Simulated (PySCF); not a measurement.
1-bromo-1,2,2-trichloroethene (C2BrCl3), SMILES BrC(Cl)=C(Cl)Cl.

Geometry optimised at B3LYP-D3(BJ)/def2-SVP.

Two levels are set side by side: PBE/def2-TZVP (PySCF) and HF/def2-TZVP (PySCF). Same geometry, gas phase. Differences are taken from unrounded values.

| quantity | HF | PBE | PBE minus HF |
|---|---|---|---|
| orbital gap (eV) | 12.48 | 4.13 | -8.35 |
| highest occupied level (eV) | -9.86 | -6.15 | 3.71 |
| lowest empty level (eV) | 2.62 | -2.03 | -4.64 |
| dipole moment (D) | 0.14 | 0.11 | -0.04 |
| mean polarisability (bohr³) | 77.7 | 83.4 | 5.7 |

PBE's occupied levels lie high since its potential decays too fast outside the molecule; exact exchange lowers them and widens the gap. Loosely held outer electrons make PBE densities more polarisable. Differences between two approximate levels are no errors against the true value.

Rough cost on one machine, each run with all the roots and properties that it gave: HF against PBE about 1/2.
